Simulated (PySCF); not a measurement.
Gas-phase XPS of `CCC[P@@](P)(=S)CC`, computed

Species: C₅H₁₄P₂S.
Numbering: `[CH3:1][CH2:2][CH2:3][P@@:4]([PH2:5])(=[S:6])[CH2:7][CH3:8]`

Cartesian coordinates in Å at the PBE0-D3(BJ)/def2-SVP level; atoms count from 1:
```
atom  x, y, z in Å
C1     3.1820    0.5875   -0.3336
C2     2.0225   -0.3461   -0.0258
C3     0.6913    0.3872    0.0758
P4    -0.6863   -0.6867    0.6384
P5    -1.0961   -1.9420   -1.1635
S6    -0.3430   -1.6196    2.3174
C7    -2.1630    0.4035    0.7109
C8    -2.5026    1.1959   -0.5410
H9     3.2875    1.3592    0.4456
H10    3.0400    1.1063   -1.2953
H11    4.1323    0.0362   -0.3877
H12    2.1965   -0.8798    0.9229
H13    1.9562   -1.1243   -0.8059
H14    0.4102    0.8493   -0.8854
H15    0.7546    1.1917    0.8296
H16   -2.1015   -2.6724   -0.4604
H17   -0.0722   -2.8677   -0.8041
H18   -1.9754    1.0562    1.5800
H19   -2.9854   -0.2661    1.0111
H20   -1.6919    1.8815   -0.8282
H21   -3.4039    1.8046   -0.3733
H22   -2.7037    0.5374   -1.4000
```

Theory: PySCF, delta-SCF UKS SCAN, pcX-2 on the ionised atom, pcseg-1 elsewhere, spin-free X2C. These are vertical core ionisation energies against the vacuum level, from separate self-consistent calculations with and without the core hole.

Q: Give the core binding energies atom by atom.

A: 
```tsv
atom(s)	bonded to	level	binding energy (eV)	2p1/2 (eV)	above the level's lowest (eV)	count
S6	P (double bond)	S 1s	2474.86	–	0.00	1
P4	S (double bond), 2 C and P	P 1s	2151.20	–	+1.28	1
P5	2 H and P	P 1s	2149.92	–	0.00	1
C8	C and 3 H	C 1s	291.04	–	+0.39	1
C7	C, 2 H and P	C 1s	290.80	–	+0.15	1
C2	2 C and 2 H	C 1s	290.76	–	+0.11	1
C1	C and 3 H	C 1s	290.72	–	+0.07	1
C3	C, 2 H and P	C 1s	290.65	–	0.00	1
P4	S (double bond), 2 C and P	P 2p3/2	137.38	138.27	+0.97	1
P5	2 H and P	P 2p3/2	136.41	137.30	0.00	1
```

Lowest listed C 1s: C3, bonded to C, 2 H and P. Highest, 0.39 eV above it: C8, bonded to C and 3 H. The widest gap between neighbouring values is 0.24 eV, between 290.80 and 291.04 eV. Summing the Pauling electronegativity differences to the bonded atoms, each weighted by its formal bond order, gives -1.06 for the lowest site and -1.05 for the highest; the largest sum, -0.70, belongs to C2, 0.28 eV below the top. The values 290.72, 290.76 and 290.80 eV lie too close for their order to be trusted.

The listed P 1s values span 1.28 eV, from P5 (bonded to 2 H and P) to P4 (bonded to S (double bond), 2 C and P).

Lowest listed P 2p3/2: P5, bonded to 2 H and P. Highest, 0.97 eV above it: P4, bonded to S (double bond), 2 C and P.

Q: Which photon wavelength matches the C 1s of C7 threshold?

A: λ = hc/E = 12398.42 eV Å / 290.80 eV = 42.636 Å.

Not every level is listed. 2p3/2 and 2p1/2 are the ΔSCF energy of one spin-free 2p hole plus the eigenvalues of a spin–orbit and ligand-field matrix of the shell. 2p1/2 minus 2p3/2 (ligand field included): P 0.89 eV. One conformer (not necessarily the lowest) at the PBE0-D3(BJ)/def2-SVP geometry, without solvent, vibrations or thermal averaging.
